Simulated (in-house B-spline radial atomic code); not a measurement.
Successive ionisation energies of ruthenium; each step leads to the configuration of the next row (after the last: bare). Dirac energy differences include first-order Breit, QED and recoil terms. NIST's values go from ground level to ground level; the uncertainty of those that are theory runs from under 0.1 % in few-electron ions to several per cent in heavy many-electron ones. Computed with a radial B-spline atomic code at the basis-set limit: Dirac-Hartree-Fock, average of the configuration, finite nuclei.

```json
{"ion": "Ru39+", "configuration": "[He] 2s2 2p1", "ionisation energy (eV)": "5768.2", "tabulated value (eV)": "5861", "computed minus tabulated (eV)": "-93", "highest orbital": "2p3/2", "largest mean radius (bohr)": "0.13704"}
{"ion": "Ru40+", "configuration": "[He] 2s2", "ionisation energy (eV)": "?", "tabulated value (eV)": "?", "computed minus tabulated (eV)": "?", "highest orbital": "?", "largest mean radius (bohr)": "?"}
{"ion": "Ru41+", "configuration": "[He] 2s1", "ionisation energy (eV)": "6311.5", "tabulated value (eV)": "6311.721", "computed minus tabulated (eV)": "0", "highest orbital": "2s1/2", "largest mean radius (bohr)": "0.13515"}
{"ion": "Ru42+", "configuration": "1s2", "ionisation energy (eV)": "?", "tabulated value (eV)": "?", "computed minus tabulated (eV)": "?", "highest orbital": "?", "largest mean radius (bohr)": "?"}
{"ion": "Ru43+", "configuration": "1s1", "ionisation energy (eV)": "27033.5", "tabulated value (eV)": "27033.56", "computed minus tabulated (eV)": "0", "highest orbital": "1s1/2", "largest mean radius (bohr)": "0.032889"}
```

Question: Fill in the row of Ru40+.

Answer: ionisation energy (eV): 6129.9; tabulated value (eV): 6137; computed minus tabulated (eV): -7; highest orbital: 2s1/2; largest mean radius (bohr): 0.13606.

Question: Fill in the row of Ru42+.

Answer: ionisation energy (eV): 26227.7; tabulated value (eV): 26229.89; computed minus tabulated (eV): -2; highest orbital: 1s1/2; largest mean radius (bohr): 0.033186.

Question: Where is the largest jump?

Answer: From Ru41+ to Ru42+, by a factor of 4.16 (6311.5 to 26228 eV); the highest orbital goes from 2s1/2 to 1s1/2.

Where a p, d or f electron is removed, the computed value is a mean over both j, so it misses the tabulated one by a part of the spin-orbit splitting; averaging over terms and missing correlation add to the gap, relatively most at low charge.
